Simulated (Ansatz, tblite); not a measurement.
Removing an electron: [TcOF4]- (TcOF₄⁻). Charge -1, multiplicity 1. Geometry: PBE0-D4/def2-SVPD. Ansatz, gas phase; energy differences of separate SCF runs; the oxidised species was run as a doublet alone.

Cartesian coordinates in Å:
```
Tc -0.114 0.044 0.119
O -1.196 0.468 1.253
F -0.386 -1.766 -0.414
F 1.453 -0.674 0.936
F 1.042 1.509 -0.274
F -0.799 0.418 -1.621
```

In the def2 sets Tc takes a core potential; there is no spin–orbit coupling. The xTB rows come from tblite. The order of the spin states hangs on the level: the triplet lies 0.06 eV below the singlet at r2SCAN-D4/def2-TZVPD, but 0.12 eV above it at PBE-D4/def2-TZVPD.

Q: Estimate orbital energies and vertical ionisation energies at: GFN1-xTB; GFN2-xTB; PBE-D4/def2-TZVPD; r2SCAN-D4/def2-TZVPD; PBE0-D4/def2-TZVPD.

A: 
| level | −HOMO (eV) | vertical IE (eV) | −LUMO (eV) | HOMO–LUMO gap (eV) | remarks |
| --- | --- | --- | --- | --- | --- |
| GFN1-xTB | 7.60 | 11.42 | 5.70 | 1.90 | – |
| GFN2-xTB | 6.20 | 9.82 | 4.19 | 2.01 | – |
| PBE-D4/def2-TZVPD | -0.46 | 3.10 | -1.60 | 1.14 | HOMO above zero (-1 singlet) |
| r2SCAN-D4/def2-TZVPD | -0.11 | 3.26 | -1.61 | 1.50 | HOMO above zero (-1 singlet) |
| PBE0-D4/def2-TZVPD | 1.66 | 3.84 | -2.37 | 4.03 | – |

Relaxing the oxidised species (PBE0-D4/def2-SVPD) changes its energy by -0.42 eV at PBE0-D4/def2-TZVPD, so the adiabatic ionisation energy to this nearest minimum is 3.42 eV. At PBE-D4/def2-TZVPD it is 2.96 eV.    A HOMO above zero means that the electron is unbound at that level or that self-interaction error raises the level; the energy of removing that electron tells which. Raw xTB energy differences between charge states are shifted by several eV; the methods need an empirical correction for them.
